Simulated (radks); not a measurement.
Coulomb parameter of the 5d shell of neutral iridium in the model configuration [Xe] 4f14 5d5.5 6s2 6p1.5, as a second difference U = [E(n + 0.25) + E(n - 0.25) - 2 E(n)] / (0.25)^2 with all orbitals relaxed. "Bare": the charge of the atom changes with n. "Screened": the 6p shell takes up the change at fixed total charge, which measures U(5d,5d) + U(6p,6p) - 2 U(5d,6p). Calculated with a radial shooting solver on a logarithmic mesh with Libxc functionals: scalar-relativistic Kohn-Sham, SCAN, spin-unpolarised, spherical densities, finite nucleus; meta-GGA in the generalised Kohn-Sham scheme; Fermi nuclear charge, rms radius 5.4032 fm.

| case | configuration | E - E(n) (eV) |
|---|---|---|
| start | [Xe] 4f14 5d5.5 6s2 6p1.5 | 0.000 |
| bare +0.25 | [Xe] 4f14 5d5.75 6s2 6p1.5 | -2.883 |
| bare -0.25 | [Xe] 4f14 5d5.25 6s2 6p1.5 | 3.486 |
| screened +0.25 | [Xe] 4f14 5d5.75 6s2 6p1.25 | -2.367 |
| screened -0.25 | [Xe] 4f14 5d5.25 6s2 6p1.75 | 2.529 |

U(bare) = 9.648 eV, U(screened by 6p) = 2.582 eV, against the Slater integral F0(5d,5d) = 15.315 eV with frozen orbitals. The step up makes a negative ion, whose loosely bound charge lowers the bare value.
